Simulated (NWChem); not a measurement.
System: C3H4BNO; SMILES C1=NC=CB1O

Input file for NWChem:

```
start job
memory heap 200 mb stack 900 mb global 1100 mb
geometry units angstroms noautosym nocenter noautoz
  O      0.025906    -2.144356     0.000000
  B      0.029438    -0.793284     0.000000
  C      1.260851     0.166722     0.000000
  C      0.713272     1.392988     0.000000
  N     -0.756505     1.457955     0.000000
  C     -1.205619     0.252202     0.000000
  H     -0.868046    -2.519248     0.000000
  H      2.328008    -0.021138     0.000000
  H      1.218761     2.354888     0.000000
  H     -2.288405     0.104258     0.000000
end
basis spherical
  * library def2-svp
end
dft
  xc b3lyp
  iterations 150
  mulliken
end
task dft energy
esp
  recalculate
  probe 0.07
  range 0.3
  factor 1.0
  spacing 0.02
end
task esp
```

Output (shortened):

```
             Northwest Computational Chemistry Package (NWChem) 7.3.0
             --------------------------------------------------------

                             Geometry "geometry" -> ""
                             -------------------------

 Output coordinates in angstroms (scale by  1.889725989 to convert to a.u.)

  No.       Tag          Charge          X              Y              Z
 ---- ---------------- ---------- -------------- -------------- --------------
    1 O                    8.0000     0.02590600    -2.14435600     0.00000000
    2 B                    5.0000     0.02943800    -0.79328400     0.00000000
    3 C                    6.0000     1.26085100     0.16672200     0.00000000
    4 C                    6.0000     0.71327200     1.39298800     0.00000000
    5 N                    7.0000    -0.75650500     1.45795500     0.00000000
    6 C                    6.0000    -1.20561900     0.25220200     0.00000000
    7 H                    1.0000    -0.86804600    -2.51924800     0.00000000
    8 H                    1.0000     2.32800800    -0.02113800     0.00000000
    9 H                    1.0000     1.21876100     2.35488800     0.00000000
   10 H                    1.0000    -2.28840500     0.10425800     0.00000000

 Effective nuclear repulsion energy (a.u.)     193.5302364441

                                 NWChem DFT Module
                                 -----------------

 Summary of "ao basis" -> "ao basis" (spherical)
 ------------------------------------------------------------------------------
       Tag                 Description            Shells   Functions and Types
 ---------------- ------------------------------  ------  ---------------------
 O                          def2-svp                 6       14   3s2p1d
 B                          def2-svp                 6       14   3s2p1d
 C                          def2-svp                 6       14   3s2p1d
 N                          def2-svp                 6       14   3s2p1d
 H                          def2-svp                 3        5   2s1p

            General Information
            -------------------
          SCF calculation type: DFT
          Wavefunction type:  closed shell.
          No. of atoms     :    10
          No. of electrons :    42
           Alpha electrons :    21
            Beta electrons :    21
          Charge           :     0
          Spin multiplicity:     1
          Use of symmetry is: off; symmetry adaption is: off
          Maximum number of iterations: 150
          AO basis - number of functions:   104
                     number of shells:    48
          Convergence on energy requested:  1.00D-06
          Convergence on density requested:  1.00D-05
          Convergence on gradient requested:  5.00D-04

              XC Information
              --------------
                         B3LYP Method XC Potential
                     Hartree-Fock (Exact) Exchange  0.200
                        Slater Exchange Functional  0.800 local
                    Becke 1988 Exchange Functional  0.720 non-local
              Lee-Yang-Parr Correlation Functional  0.810
                  VWN I RPA Correlation Functional  0.190 local

             Grid Information
             ----------------
          Grid used for XC integration:  medium
          Radial quadrature: Mura-Knowles
          Angular quadrature: Lebedev.
          Tag              B.-S. Rad. Rad. Pts. Rad. Cut. Ang. Pts.
          ---              ---------- --------- --------- ---------
          O                   0.60       49          12.0       434
          B                   0.85       49          10.0       434
          C                   0.70       49          11.0       434
          N                   0.65       49          11.0       434
          H                   0.35       45          13.0       434
          Grid pruning is: on
          Number of quadrature shells:   474
          Spatial weights used:  Erf1

[...]

                     NWChem Electrostatic Potential Fit Module
                     -----------------------------------------

 Atom parameters

 Number of atoms is                                   10
 Number of basis functions is                        104

 Grid parameters

 Maximum number of grid points is                  38927
 Number of grid points is                          38926
 Grid range                                     0.300000 nm
 Grid spacing                                   0.020000 nm
 Probe radius                                   0.070000 nm
 Atom radius factor                             1.000000

 Atomic radii

    1    0.100000
    5    0.158000
    6    0.147000
    7    0.140000
    8    0.136000
 FASTESP  F
  using M.O. file = ./job.movecs

    Atom              Coordinates                           Charge

                                                  ESP

    1 O     0.002591   -0.214436    0.000000   -0.552089
    2 B     0.002944   -0.079328    0.000000    0.518516
    3 C     0.126085    0.016672    0.000000   -0.418680
    4 C     0.071327    0.139299    0.000000    0.267988
    5 N    -0.075651    0.145796    0.000000   -0.425515
    6 C    -0.120562    0.025220    0.000000    0.049043
    7 H    -0.086805   -0.251925    0.000000    0.365559
    8 H     0.232801   -0.002114    0.000000    0.128253
    9 H     0.121876    0.235489    0.000000    0.029844
   10 H    -0.228841    0.010426    0.000000    0.037080
                                            ------------
                                                0.000000

 Dipole moment                                  0.768038

 Quadrupole moment Qxx                          5.602593
                   Qyy                         -5.443670
                   Qzz                         -0.158923

 RMS deviation kJ/mol                           0.076574

 RRMS %                                        29.590130
```

Level: B3LYP/def2-SVP. Structure relaxed at the B3LYP/6-31G* (spherical d) level.
